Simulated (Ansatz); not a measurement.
Total energies of [B(NMe2)H3]- (C2H9BN⁻) from Ansatz at PBE-D4/def2-TZVPD, gas phase (1 Eh = 27.2114 eV = 2625.5 kJ/mol). The reference geometry is relaxed at PBE0-D4/def2-SVPD.

| atom | x (Å) | y (Å) | z (Å) |
| --- | --- | --- | --- |
| B1 | 1.405 | 0.389 | -0.136 |
| N2 | 0.083 | -0.417 | -0.184 |
| C3 | -0.907 | 0.164 | -1.034 |
| C4 | -0.463 | -0.693 | 1.106 |
| H5 | -1.797 | -0.493 | -1.140 |
| H6 | -0.488 | 0.339 | -2.038 |
| H7 | -1.281 | 1.155 | -0.662 |
| H8 | 0.295 | -1.176 | 1.743 |
| H9 | -0.801 | 0.230 | 1.649 |
| H10 | -1.344 | -1.367 | 1.046 |
| H11 | 1.856 | 0.538 | -1.289 |
| H12 | 2.240 | -0.205 | 0.575 |
| H13 | 1.202 | 1.536 | 0.363 |

```json
{"state": "charge -1 singlet", "geometry": "reference", "energy (Eh)": "-161.08172"}
{"state": "charge 0 doublet", "geometry": "reference", "energy (Eh)": "-160.99624"}
{"state": "charge 0 doublet", "geometry": "relaxed at PBE0-D4/def2-SVPD", "energy (Eh)": "-161.01653"}
```

Work out the vertical ionisation energy to the doublet.

E(charge 0 doublet) − E(charge -1 singlet) = -160.99624 − (-161.08172) = 0.08548 Eh = 2.33 eV. For comparison, −ε of the highest occupied level is -0.62 eV at this level, 2.95 eV less.

How much does the charge 0 doublet relax, and what is the adiabatic ionisation energy?

Relaxation: -160.99624 − (-161.01653) = 0.02029 Eh = 0.55 eV. Adiabatic ionisation energy: 0.06519 Eh = 1.77 eV, without zero-point energy. 

At PBE-D4/def2-TZVPD the highest occupied level of the charge -1 singlet lies above zero (up to 0.62 eV). By energy differences its removal costs 2.33 eV (vertical, to the charge 0 doublet, at PBE-D4/def2-TZVPD); a positive level beside a positive removal energy at the same level points to self-interaction error.
